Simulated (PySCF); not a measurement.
Mg(Me)(SMe) (C2H6MgS), SMILES [CH3][Mg][S]C. Atoms are numbered in the order given.

```xyz
10

Mg    -0.5769     0.3025     0.7421
C     -2.0668     1.3468     1.7716
H     -2.3121     0.8566     2.7299
H     -3.0019     1.4067     1.1879
H     -1.7576     2.3808     2.0030
S      1.0933    -0.8862    -0.3462
C      0.9892    -0.2780    -2.0902
H      0.0147    -0.5010    -2.5485
H      1.7636    -0.8069    -2.6633
H      1.1884     0.8011    -2.1643
```
Charge 0, spin multiplicity 1.

Geometry optimised at B3LYP-D3(BJ)/def2-SVP. The structure was generated by enumeration; whether it is a known compound was not checked. The values are those of a single conformer.

Computed with PySCF with PBE/def2-TZVP.

ESP charges are fitted to the potential on shells at 1.4 to 2.0 van der Waals radii. Atomic charges (e):

```json
[
 {"atom": "Mg1", "ESP fit": "0.80", "Mulliken": "0.64", "Löwdin": "0.29"},
 {"atom": "C2", "ESP fit": "-0.83", "Mulliken": "-0.75", "Löwdin": "-0.64"},
 {"atom": "H3", "ESP fit": "0.16", "Mulliken": "0.14", "Löwdin": "0.13"},
 {"atom": "H4", "ESP fit": "0.15", "Mulliken": "0.14", "Löwdin": "0.13"},
 {"atom": "H5", "ESP fit": "0.15", "Mulliken": "0.14", "Löwdin": "0.13"},
 {"atom": "S6", "ESP fit": "-0.50", "Mulliken": "-0.38", "Löwdin": "0.17"},
 {"atom": "C7", "ESP fit": "-0.30", "Mulliken": "-0.36", "Löwdin": "-0.53"},
 {"atom": "H8", "ESP fit": "0.10", "Mulliken": "0.14", "Löwdin": "0.11"},
 {"atom": "H9", "ESP fit": "0.18", "Mulliken": "0.15", "Löwdin": "0.11"},
 {"atom": "H10", "ESP fit": "0.10", "Mulliken": "0.14", "Löwdin": "0.11"}
]
```
